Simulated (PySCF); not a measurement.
# Fractional electron number in Cu (copper, neutral)

The 4s alpha orbital of [Ar] 3d10 4s1 is emptied in steps (occupation f), with all orbitals relaxed, ending at [Ar] 3d10. Computed with PySCF 2.14 in x2c-TZVPall, with the spin-free X2C one-electron Hamiltonian (Gaussian nucleus). The exact energy is a straight line in f; departures are measured from the line between the end points of the same method.

```json
{"f": "1", "UHF (eV)": "0.000", "LDA (eV)": "0.000", "PBE (eV)": "0.000", "PBE0 (eV)": "0.000", "r2SCAN (eV)": "0.000", "LC-wPBE (eV)": "0.000", "BHandHLYP (eV)": "0.000", "wB97X (eV)": "0.000", "BLYP (eV)": "0.000", "CAM-B3LYP (eV)": "0.000"}
{"f": "0.9", "UHF (eV)": "0.010", "LDA (eV)": "-0.312", "PBE (eV)": "-0.305", "PBE0 (eV)": "-0.219", "r2SCAN (eV)": "-0.266", "LC-wPBE (eV)": "-0.004", "BHandHLYP (eV)": "-0.152", "wB97X (eV)": "-0.037", "BLYP (eV)": "-0.318", "CAM-B3LYP (eV)": "-0.127"}
{"f": "0.7", "UHF (eV)": "0.022", "LDA (eV)": "-0.731", "PBE (eV)": "-0.715", "PBE0 (eV)": "-0.512", "r2SCAN (eV)": "-0.628", "LC-wPBE (eV)": "-0.006", "BHandHLYP (eV)": "-0.356", "wB97X (eV)": "-0.086", "BLYP (eV)": "-0.748", "CAM-B3LYP (eV)": "-0.298"}
{"f": "0.5", "UHF (eV)": "0.026", "LDA (eV)": "-0.873", "PBE (eV)": "-0.856", "PBE0 (eV)": "-0.611", "r2SCAN (eV)": "-0.751", "LC-wPBE (eV)": "-0.004", "BHandHLYP (eV)": "-0.426", "wB97X (eV)": "-0.100", "BLYP (eV)": "-0.897", "CAM-B3LYP (eV)": "-0.357"}
{"f": "0.3", "UHF (eV)": "0.021", "LDA (eV)": "-0.734", "PBE (eV)": "-0.723", "PBE0 (eV)": "-0.515", "r2SCAN (eV)": "-0.630", "LC-wPBE (eV)": "-0.002", "BHandHLYP (eV)": "-0.360", "wB97X (eV)": "-0.079", "BLYP (eV)": "-0.757", "CAM-B3LYP (eV)": "-0.302"}
{"f": "0.1", "UHF (eV)": "0.009", "LDA (eV)": "-0.314", "PBE (eV)": "-0.311", "PBE0 (eV)": "-0.221", "r2SCAN (eV)": "-0.270", "LC-wPBE (eV)": "-0.002", "BHandHLYP (eV)": "-0.156", "wB97X (eV)": "-0.030", "BLYP (eV)": "-0.326", "CAM-B3LYP (eV)": "-0.130"}
{"f": "0", "UHF (eV)": "0.000", "LDA (eV)": "0.000", "PBE (eV)": "0.000", "PBE0 (eV)": "0.000", "r2SCAN (eV)": "0.000", "LC-wPBE (eV)": "0.000", "BHandHLYP (eV)": "0.000", "wB97X (eV)": "0.000", "BLYP (eV)": "0.000", "CAM-B3LYP (eV)": "0.000"}
```

**Question.** For wB97X, how does the orbital energy at f = 1 compare with the removal energy?

**Answer.** −ε = 7.379 eV against a total-energy difference of 7.792 eV. By Janak's theorem ε = ∂E/∂f, so the gap between them reflects the curvature. Along the path −ε is 7.461 (f = 0.9), 7.634 (f = 0.7), 7.812 (f = 0.5), 7.975 (f = 0.3), 8.088 (f = 0.1) eV.

```json
{"method": "UHF", "E(f=0) − E(f=1) (eV)": "6.598", "−ε at f=1 (eV)": "6.708", "−ε at f=0.5 (eV)": "6.594"}
{"method": "LDA", "E(f=0) − E(f=1) (eV)": "8.646", "−ε at f=1 (eV)": "5.195", "−ε at f=0.5 (eV)": "8.636"}
{"method": "PBE", "E(f=0) − E(f=1) (eV)": "8.396", "−ε at f=1 (eV)": "5.023", "−ε at f=0.5 (eV)": "8.373"}
{"method": "PBE0", "E(f=0) − E(f=1) (eV)": "7.990", "−ε at f=1 (eV)": "5.565", "−ε at f=0.5 (eV)": "7.982"}
{"method": "r2SCAN", "E(f=0) − E(f=1) (eV)": "8.273", "−ε at f=1 (eV)": "5.323", "−ε at f=0.5 (eV)": "8.280"}
{"method": "LC-wPBE", "E(f=0) − E(f=1) (eV)": "7.852", "−ε at f=1 (eV)": "7.805", "−ε at f=0.5 (eV)": "7.864"}
{"method": "BHandHLYP", "E(f=0) − E(f=1) (eV)": "7.708", "−ε at f=1 (eV)": "6.027", "−ε at f=0.5 (eV)": "7.696"}
{"method": "wB97X", "E(f=0) − E(f=1) (eV)": "7.792", "−ε at f=1 (eV)": "7.379", "−ε at f=0.5 (eV)": "7.812"}
{"method": "BLYP", "E(f=0) − E(f=1) (eV)": "8.450", "−ε at f=1 (eV)": "4.928", "−ε at f=0.5 (eV)": "8.422"}
{"method": "CAM-B3LYP", "E(f=0) − E(f=1) (eV)": "8.136", "−ε at f=1 (eV)": "6.732", "−ε at f=0.5 (eV)": "8.125"}
```

Reference removal energy between the ground levels: 7.726 eV (measured; NIST Atomic Spectra Database, ionization energies). UHF lacks correlation.
